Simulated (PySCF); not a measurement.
Structure problem from calculated spectra and properties.

Formula: C5H6N2O2.

| Quantity | Value |
| --- | --- |
| NMR, other nuclei | isotropic shieldings of nuclei other than C and H, by class: -50 (1 N), 48 (1 N), -40 (1 O), 210 (1 O) ppm [GIAO B97-2/pcSseg-2] |
| 1H NMR | chemical shifts (computed TMS as zero) by class: 7.07 (1 H), 6.90 (1 H), 4.84 (1 H), 3.49 (3 H) ppm [GIAO B97-2/pcSseg-2] |
| Rotational structure | rotational constants A, B, C: 3.225, 1.466, 1.014 GHz [PBE0-D3(BJ)/def2-TZVP] |
| 13C NMR | chemical shifts (computed TMS as zero) by class: 163.3 (1 C), 155.8 (1 C), 141.1 (1 C), 129.7 (1 C), 44.1 (1 C) ppm [GIAO B97-2/pcSseg-2] |
| Dipole | 2.99 D [B97-2/pcSseg-2] |

Gas-phase values; electronic properties from PySCF, density fitting. Levels stand in brackets. Isolated species at its PBE0-D3(BJ)/def2-TZVP geometry (one conformer only). Each NMR value is the plain mean over a class of atoms that symmetry, rotation or inversion makes alike.

Q: Propose a structure and show how it fits.

A: Numbering: `[CH3:1][n:2]1[n:3][c:4]([OH:5])[cH:6][cH:7][c:8]1=[O:9]`. Its formula, C5H6N2O2, gives 4 degrees of unsaturation: 1 ring and 3 π bonds in the structure found (Kekulé form). 5 carbons fall into 5 classes; from least to most shielded: ring carbonyl carbon [C8] (163.3 ppm), unsaturated ring carbon [C4] (155.8 ppm), unsaturated ring CH carbon [C7] (141.1 ppm), unsaturated ring CH carbon [C6] (129.7 ppm), N-methyl carbon [C1] (44.1 ppm). Hydrogen classes from least to most shielded: 1 H on an unsaturated ring CH carbon, C6 (7.07 ppm), 1 H on an unsaturated ring CH carbon, C7 (6.90 ppm), 1 H on an oxygen bonded to C and H, O5 (4.84 ppm), 3 H on an N-methyl carbon, C1 (3.49 ppm). The other shieldings belong to: -50 ppm, ring nitrogen [N3]; 48 ppm, ring nitrogen [N2]; -40 ppm, carbonyl oxygen [O9]; 210 ppm, oxygen bonded to C and H [O5]. The optimised geometry has point group Cs and is an asymmetric top. Structure: `Cn1nc(O)ccc1=O`. The assignments are read from this structure; whether some other isomer fits the data as well wasn't checked.

The values belong to the conformer `[CH3:1][n:2]1[n:3][c:4]([OH:5])[cH:6][cH:7][c:8]1=[O:9]`: H–O5–C4–N3 0°.
